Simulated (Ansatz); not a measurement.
Consider the ligand exchange at the In–O bond: `C[O][InH][Cl]` + HI → `[Cl][InH][I]` + CH₃OH.

Isolated molecules relaxed with PBE0-D4/def2-TZVP in Ansatz; ΔE leaves out vibrations. CCSD(T)/CBS is the MP2 limit (def2-TZVPP, def2-QZVPP) plus CCSD(T) − MP2 in def2-TZVPP, frozen cores. This one scheme is used for every species. DFT in def2-TZVPP. def2 core potentials past Kr. For I, In outer-core shells are correlated without core-valence functions, which leaves a few kJ/mol of doubt a bond. Each species was taken in one conformer, which may not be the lowest.

CCSD(T)/CBS gives -115.9 kJ/mol.

(1) Another level gave -124.7 kJ/mol. Which?
A. MP2/def2-TZVPP
B. RPA@PBE/def2-TZVPP
C. CAM-B3LYP/def2-TZVPP
D. r2SCAN0/def2-TZVPP

Largest T1 diagnostic among the species: 0.016.

## Answers

(1) D. r2SCAN0 -124.7, CAM-B3LYP -110.0, MP2/def2-TZVPP -115.8, RPA@PBE/def2-TZVPP -100.3 kJ/mol.

Leaving LDA and LC-ωPBE aside and taking each functional with its dispersion term where it has one, the values, not all of them listed here, spread over 24.5 kJ/mol, from BHLYP-D4 to BLYP-D4. LDA lies +5.2 kJ/mol from PBE without D4. From r2SCAN to r2SCAN0 (25 % exact exchange), in def2-TZVPP and without D4, ΔE moves by −10.9 kJ/mol.
